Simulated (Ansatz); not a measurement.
Born–Oppenheimer molecular dynamics of Cl$_{2}$Zn (3 atoms, charge 0, multiplicity 1). It goes on from the last frame of an earlier run, with new velocities.

Theory: RKS PBE-D4/def2-TZVP (Ansatz).

```json
{"ensemble": "NVT, Nosé–Hoover chain", "time step": "2 fs", "steps asked": "150", "set temperature": "500 K", "thermostat": "time constant 100 fs, chain length 3 (defaults)", "seed": "176442"}
```

First frame:

```xyz
3
Properties=species:S:1:pos:R:3
Zn -0.219 -0.047 -0.017
Cl 0.206 0.044 2.000
Cl 0.198 0.043 -1.969
```

(1) What does the run give?

(2) What happens to the structure?

(3) How do temperature and energy run in time?

## Answers

(1) All steps were run.

- steps done: 150
- time covered: 300 fs
- mean temperature over the second half: 355 K
- spread of the potential energy over the second half: 6.7 meV per atom
- mean potential energy of the second half above the start: -62.7 meV per atom

The conserved energy stayed within 0.18 meV per atom of its start (net change -0.16 meV per atom), so the integration is sound. The mean temperature of the second half is 29 % below the set value. A run of 0.3 ps of so small a system gives no equilibrium averages.

(2) The same pairs are bonded in the first frame and the last. Pairs count as bonded within 1.25 times the sum of covalent radii (0.12 Å more for H–H). Another seed would give other details.

(3) 
```csv
time (fs),T (K),potential energy less start (eV),conserved less start (meV/atom)
0.0,500,0.000,0.00
10.0,956,-0.059,-0.03
20.0,1557,-0.141,-0.16
30.0,1333,-0.124,-0.07
40.0,903,-0.081,0.01
50.0,970,-0.103,0.00
60.0,1383,-0.178,-0.09
70.0,1435,-0.219,-0.15
80.0,948,-0.190,-0.08
90.0,625,-0.171,-0.09
100.0,461,-0.167,-0.12
110.0,331,-0.160,-0.10
120.0,348,-0.170,-0.14
130.0,233,-0.162,-0.14
140.0,46,-0.140,-0.10
150.0,71,-0.143,-0.10
160.0,310,-0.176,-0.14
170.0,431,-0.193,-0.16
180.0,329,-0.182,-0.11
190.0,381,-0.189,-0.12
200.0,546,-0.212,-0.15
210.0,577,-0.217,-0.13
220.0,566,-0.217,-0.14
230.0,478,-0.206,-0.14
240.0,330,-0.188,-0.12
250.0,296,-0.184,-0.11
260.0,407,-0.198,-0.15
270.0,383,-0.195,-0.17
280.0,120,-0.160,-0.11
290.0,61,-0.152,-0.11
300.0,218,-0.172,-0.16
```

Run time: 3 min on 2 threads of Arm Neoverse V2, with other jobs on the host, peak memory 0.17 GiB.
